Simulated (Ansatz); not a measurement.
Mulliken charges of BrGeHS (`[SH][Ge][Br]`) from PBE/def2-TZVPP in Ansatz (PBE0-D4/def2-TZVP geometry).

```
atom   x (Å)   y (Å)   z (Å)  charge (e)
  S1  -0.495   1.212  -0.684      -0.266
 Ge2  -0.978  -0.944  -0.334       0.423
 Br3   0.876  -1.562   0.985      -0.296
  H4   0.653   1.234   0.012       0.139
```

Q: By hand: the dipole of these point charges (1 e Å = 4.8032 D).

A: Σ q r = (-0.451, -0.088, -0.249) e Å, of length 0.523 e Å = 2.51 D.

Q: How does the dipole of the full density compare? (Estimate.)

A: The calculation gave: (-0.147, 0.026, -0.098) e Å, 0.86 D; the point charges give 2.92 times that, at 19° from its direction.

Point charges leave out the atoms' own dipoles, such as those of lone pairs, and Mulliken's split depends on the basis, so the two needn't agree.
